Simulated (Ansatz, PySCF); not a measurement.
Si(H)(PH2)3 (H7P3Si), SMILES P[SiH](P)P. Atoms are numbered in the order given.

```xyz
11

Si     0.1188     0.0405    -0.5243
P      0.2815     2.0926     0.4231
P     -2.0234    -0.6999    -0.5134
P      1.3151    -1.5041     0.6285
H      0.5437     0.1681    -1.9532
H      0.1134     1.5782     1.7463
H      1.7102     2.0737     0.4990
H     -2.5626     0.5573    -0.9285
H     -2.1943    -0.4212     0.8783
H      2.5751    -0.9758     0.2092
H      1.2679    -2.4789    -0.4162
```

Geometry optimised at PBE0-D3(BJ)/def2-SVP. Other conformers were not sampled.

Two levels are set side by side: PBE-D3(BJ)/def2-SVP (Ansatz, a quantum-chemistry and plane-wave program) and PBE0-D3(BJ)/def2-SVP (Ansatz). Each level has its own optimised geometry; the coordinates shown are those of the second. Frequencies come from the Hessian of PySCF at each geometry. Differences are taken from unrounded values.

```json
[
 {"quantity": "mean bond length (Å)", "PBE0-D3(BJ)": "1.688", "PBE-D3(BJ)": "1.701", "PBE-D3(BJ) minus PBE0-D3(BJ)": "0.014"},
 {"quantity": "bond Si1–P2 (Å)", "PBE0-D3(BJ)": "2.266", "PBE-D3(BJ)": "2.282", "PBE-D3(BJ) minus PBE0-D3(BJ)": "0.016"},
 {"quantity": "bond Si1–P3 (Å)", "PBE0-D3(BJ)": "2.267", "PBE-D3(BJ)": "2.283", "PBE-D3(BJ) minus PBE0-D3(BJ)": "0.016"},
 {"quantity": "bond Si1–P4 (Å)", "PBE0-D3(BJ)": "2.268", "PBE-D3(BJ)": "2.285", "PBE-D3(BJ) minus PBE0-D3(BJ)": "0.017"},
 {"quantity": "bond Si1–H5 (Å)", "PBE0-D3(BJ)": "1.496", "PBE-D3(BJ)": "1.508", "PBE-D3(BJ) minus PBE0-D3(BJ)": "0.011"},
 {"quantity": "bond P2–H6 (Å)", "PBE0-D3(BJ)": "1.430", "PBE-D3(BJ)": "1.442", "PBE-D3(BJ) minus PBE0-D3(BJ)": "0.013"},
 {"quantity": "bond P2–H7 (Å)", "PBE0-D3(BJ)": "1.431", "PBE-D3(BJ)": "1.444", "PBE-D3(BJ) minus PBE0-D3(BJ)": "0.013"},
 {"quantity": "bond P3–H8 (Å)", "PBE0-D3(BJ)": "1.430", "PBE-D3(BJ)": "1.442", "PBE-D3(BJ) minus PBE0-D3(BJ)": "0.013"},
 {"quantity": "bond P3–H9 (Å)", "PBE0-D3(BJ)": "1.430", "PBE-D3(BJ)": "1.442", "PBE-D3(BJ) minus PBE0-D3(BJ)": "0.013"},
 {"quantity": "bond P4–H10 (Å)", "PBE0-D3(BJ)": "1.429", "PBE-D3(BJ)": "1.442", "PBE-D3(BJ) minus PBE0-D3(BJ)": "0.013"},
 {"quantity": "bond P4–H11 (Å)", "PBE0-D3(BJ)": "1.430", "PBE-D3(BJ)": "1.443", "PBE-D3(BJ) minus PBE0-D3(BJ)": "0.013"},
 {"quantity": "highest harmonic wavenumber (cm⁻¹)", "PBE0-D3(BJ)": "2415", "PBE-D3(BJ)": "2326", "PBE-D3(BJ) minus PBE0-D3(BJ)": "-89"},
 {"quantity": "mean harmonic wavenumber (cm⁻¹)", "PBE0-D3(BJ)": "1019", "PBE-D3(BJ)": "981", "PBE-D3(BJ) minus PBE0-D3(BJ)": "-38"},
 {"quantity": "zero-point energy (kcal/mol)", "PBE0-D3(BJ)": "39.32", "PBE-D3(BJ)": "37.87", "PBE-D3(BJ) minus PBE0-D3(BJ)": "-1.45"}
]
```

Exact exchange shortens and stiffens bonds; PBE has none. Differences between two approximate levels are no errors against the true value.
